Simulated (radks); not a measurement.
The selenium anion Se- inside a hard spherical wall (all orbitals vanish at R), configuration held at [Ar] 3d10 4s2 4p5 and not refilled when levels cross. All-electron calculation, scalar-relativistic Kohn-Sham, PBE, spin-polarised, spherical densities, point nucleus; open shells are filled with parallel spins first. Program: a radial shooting solver on a logarithmic mesh with Libxc functionals. Eigenvalues in eV for spin up, with the zero of energy where the potential of the charges vanishes at infinity; a dash marks a level that is unbound or too diffuse for the functional's potential to be trusted. A positive occupied level is held by the wall or, in an anion where self-interaction has pushed it up, behind a barrier. The pressure on the wall is -dE/dV.

| R (bohr) | E (hartree) | kinetic (hartree) | e(3p) | e(3d) | e(4s) | e(4p) | e(5s, empty) | e(5p, empty) | pressure (GPa) |
|---|---|---|---|---|---|---|---|---|---|
| 15 | -2430.06985 | 2479.694 | -144.89 | -45.050 | -9.884 | 0.367 | 2.896 | 3.451 | 0.000553 |
| 12 | -2430.06939 | 2479.697 | -144.82 | -44.981 | -9.819 | 0.425 | 3.556 | 4.532 | 0.00561 |
| 10 | -2430.06786 | 2479.705 | -144.67 | -44.831 | -9.682 | 0.547 | 4.384 | 5.899 | 0.0346 |
| 8 | -2430.06038 | 2479.743 | -144.21 | -44.369 | -9.283 | 0.914 | 6.112 | 8.643 | 0.287 |
| 3.5 | -2429.00193 | 2483.816 | -129.54 | -29.881 | 1.996 | 13.811 | 48.415 | 60.070 | 285 |
| 2.5 | -2425.09855 | 2496.087 | -108.31 | -9.145 | 24.305 | 40.504 | 129.22 | 147.01 | 3200 |
| 2 | -2417.46307 | 2518.405 | -84.342 | 14.609 | 60.148 | 81.613 | 244.01 | 265.41 | 15000 |
| 1.5 | -2390.69532 | 2592.785 | -31.003 | 70.476 | 172.27 | 202.43 | 544.42 | 564.46 | 105000 |
